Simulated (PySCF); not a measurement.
Coordinates in bohr (charge 0 multiplicity 1):
```
Cr    0.0000    0.0000    1.3500
O     2.3491    0.0000    3.0222
O    -2.3491    0.0000    3.0222
Br    0.0000    3.5327   -1.0551
Br    0.0000   -3.5327   -1.0551
```

Method: PBE0/[Cr def2-SVP, O def2-SVP, Br def2-SVP], no relativity, density fitting, PySCF.

This geometry of CrO₂Br₂ is a stationary point at this level.

What is the point group?

C2v.

Is it a minimum?

Yes: all harmonic wavenumbers are real.

List the harmonic modes with their infrared intensities.


| symmetry | ω (cm⁻¹) | IR (km/mol) |
| --- | --- | --- |
| a1 | 91 | 0.0 |
| b2 | 198 | 0.2 |
| a2 | 228 | 0.0 |
| b1 | 240 | 1.0 |
| a1 | 282 | 4.9 |
| b1 | 426 | 86.5 |
| a1 | 468 | 1.9 |
| b2 | 1168 | 131 |
| a1 | 1171 | 107 |

Give the atomic charges and bond orders.


```tsv
atom	Mulliken	Löwdin	polar tensor	Mayer order to Cr1
Cr1	0.56	-0.29	1.58	–
O2,3	-0.27	0.00	-0.47	1.99
Br4,5	-0.01	0.14	-0.32	1.26
```

In C2v the vibrations span 4a1 + 2b2 + a2 + 2b1. The a2 mode carries no infrared intensity, as symmetry demands.

Other isomers or separated fragments may lie lower.
